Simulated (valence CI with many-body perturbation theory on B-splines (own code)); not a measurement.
# Missing levels of O III

Computed by configuration interaction combined with many-body perturbation theory (CI+MBPT): four valence electrons over a frozen Dirac-Fock core [He], a basis of 11 s, 11 p, 9 d, 7 f, 5 g, 2 h, 1 i functions for each j, with the one-electron correlation potential Σ1 (screened to all orders), the two-electron term Σ2, the three-electron term Σ3, Breit, model QED; selected single and double excitations, second order for the rest, scaled by the run's own slope (own B-spline code, finite nucleus).

Against 32 measured levels this calculation errs by 91 cm⁻¹ on average and by 230 at most. These come from a selection out of Moore, Selected Tables of Atomic Spectra, NSRDS-NBS 3, section 11. Levels without a partner in it may be off by more. Among the levels kept, up to 570 cm⁻¹ of a level comes from second order outside the variational space, and about a tenth of that is noise between levels of different J, which matters for small intervals.

| Level | E (cm⁻¹) |
| --- | --- |
| 2s2 2p2 3P_0 | 0.0 |
| 2s2 2p2 3P_1 | 113 |
| 2s2 2p2 3P_2 | 306 |
| 2s2 2p2 1D_2 | 20351 |
| 2s2 2p2 1S_0 | 43330 |
| 2s 2p3 5S°_2 | ? |
| 2s 2p3 3D°_3 | 120057 |
| 2s 2p3 3D°_2 | ? |
| 2s 2p3 3D°_1 | ? |
| 2s 2p3 3P°_2 | 142474 |
| 2s 2p3 3P°_1 | 142478 |
| 2s 2p3 3P°_0 | ? |
| 2s 2p3 1D°_2 | 187210 |
| 2s 2p3 3S°_1 | 197266 |
| 2s 2p3 1P°_1 | 210672 |
| 2s2 2p 3s 3P°_0 | ? |
| 2s2 2p 3s 3P°_1 | 267300 |
| 2s2 2p 3s 3P°_2 | 267557 |
| 2s2 2p 3s 1P°_1 | 273036 |
| 2p4 3P_2 | ? |

(1) The levels stand in rising order. What does the calculation give for the missing energies?

Answers

(1) 2s 2p3 5S°_2 60207; 2s 2p3 3D°_2 120089; 2s 2p3 3D°_1 120096; 2s 2p3 3P°_0 142491; 2s2 2p 3s 3P°_0 267181; 2p4 3P_2 283846.
